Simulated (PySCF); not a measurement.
# C₆ coefficients of unlike pairs at PBE

Calculated with PySCF 2.14 from the dipole response of each species, C₆(A,B) = (3/π) ∫ α_A(iu) α_B(iu) du, in atomic units, from isotropic polarisabilities. For ions this is the dispersion term alone; charge-induced terms of lower order in 1/R come first.

```tsv
species	configuration	basis	relativity	α (bohr³)	C₆ (like pair)
Sb³⁺	[Kr] 4d10 5s2 (1S)	aug-cc-pVQZ-PP with ECP28MDF (7s7p5d3f2g)	core potential	10.18	46.18
Tl	[Xe] 4f14 5d10 6s2 6p1 (2P)	aug-cc-pwCVTZ-PP with ECP60MDF (8s7p6d4f1g)	core potential	85.19	886.9
B³⁺	1s2 (1S)	aug-cc-pVQZ (6s5p4d3f2g)	none	0.01999	0.002490
Ne³⁺	[He] 2s2 2p3 (4S)	aug-cc-pVTZ with one added diffuse shell each of s, p, d, f type (6s5p4d3f)	none	0.6910	0.6138
```

(1) Estimate C₆ for Ne³⁺ with Tl.

No spin-orbit coupling is included.

The other pairs:

```tsv
pair	C₆
Tl, Sb³⁺	181.9
B³⁺, Sb³⁺	0.2019
B³⁺, Tl	0.6003
Ne³⁺, B³⁺	0.03268
Ne³⁺, Sb³⁺	4.805
```

Answers

(1) The integral gives 16.27. The combination rule 2 C_A C_B / (C_A α_B/α_A + C_B α_A/α_B) gives 13.14 and the geometric mean 23.33.
